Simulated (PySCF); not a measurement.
# From computed data to an observable: entropy of an ideal gas

F₃OSi, SMILES [O][Si](F)(F)F (connectivity only; charge and spin as stated), charge -1, multiplicity 1.

Geometry: PBE-D3(BJ)/def2-SVPD. The spin state was assumed, not searched. The isomer is the one that the SMILES or the coordinates give; other isomers of the formula were not compared.

PBE-D3(BJ)/def2-SVPD (PySCF 2.14.0) gives the harmonic wavenumbers 242, 242, 361, 361, 362, 681, 774, 774, 1138 cm⁻¹ and the rotational temperatures 0.1950, 0.1822, 0.1822 K. The molar mass is 101.08 g/mol, the symmetry number 3, the spin multiplicity 1.

### Question
Work out the entropy at 298.15 K and 1 atm in the rigid-rotor, harmonic-oscillator model.

### Answer

Translation (Sackur–Tetrode at 1 atm): S = R[1.5 ln M + 2.5 ln T − 1.16487] = 166.3 J/(mol K).
Rotation: q = (√π/σ) T^1.5/√(θA θB θC) = 37800, S = R[ln q + 3/2] = 100.1 J/(mol K).
Vibration: with u = 1.4388 ν/T, each mode gives R[u/(e^u − 1) − ln(1 − e^−u)]:
```
ν (cm⁻¹)  modes     u  S (J/(mol K))
--------  -----  ----  -------------
242           2  1.17          14.96
361           2  1.74           9.35
362           1  1.75           4.66
681           1  3.29           1.38
774           2  3.74           1.92
1138          1  5.49           0.22
```
These are all the modes. Sum 32.5 J/(mol K).
Spin: R ln 1 = 0.0 J/(mol K).
Total 298.9 J/(mol K); the program's own thermochemistry gives 298.9. Translation makes up 56 % and vibration 11 %. Anharmonicity, hindered rotation and orbital degeneracy are left out.
